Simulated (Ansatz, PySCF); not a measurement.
Ga(PH2)3 (GaH₆P₃), SMILES [PH2][Ga]([PH2])[PH2].

Coordinates come from a PBE0-D3(BJ)/def2-SVP optimisation. The structure was generated by enumeration; whether it is a known compound was not checked. The values are those of a single conformer.

Vertical ionisation energy (IE) and electron affinity (EA) in eV. Rows of orbital energies are one-electron estimates. Where ΔSCF, EOM or ADC give a negative EA the extra electron is unbound and the value depends on the basis.

```json
[
 {"level": "−ε(HOMO), −ε(LUMO), M06-2X/def2-TZVP (PySCF)", "IE": "7.96", "EA": "0.92"},
 {"level": "−ε(HOMO), −ε(LUMO), PBE/def2-TZVP (PySCF)", "IE": "6.05", "EA": "2.27"},
 {"level": "ΔSCF, PBE0/def2-SVPD (Ansatz), final states of multiplicity 2 and 2", "IE": "(withheld)", "EA": "(withheld)"},
 {"level": "ΔSCF, PBE/def2-SVPD (Ansatz), final states of multiplicity 2 and 2", "IE": "8.50", "EA": "0.05"}
]
```

Q: What belongs in the gaps? (An estimate is asked for; the answer gives what the named calculation found.)

A: 
- ΔSCF, PBE0/def2-SVPD (Ansatz, a program for electronic structure), final states of multiplicity 2 and 2, IE: 8.77
- ΔSCF, PBE0/def2-SVPD (Ansatz), final states of multiplicity 2 and 2, EA: 0.07

Q: What vertical singlet–triplet gap does ΔSCF give with PBE0/def2-SVPD (Ansatz) and with PBE/def2-SVPD (Ansatz)? (The exact figures need the calculation; the answer reports its results.)

A: 3.91 and 3.68 eV (triplet above singlet where positive).
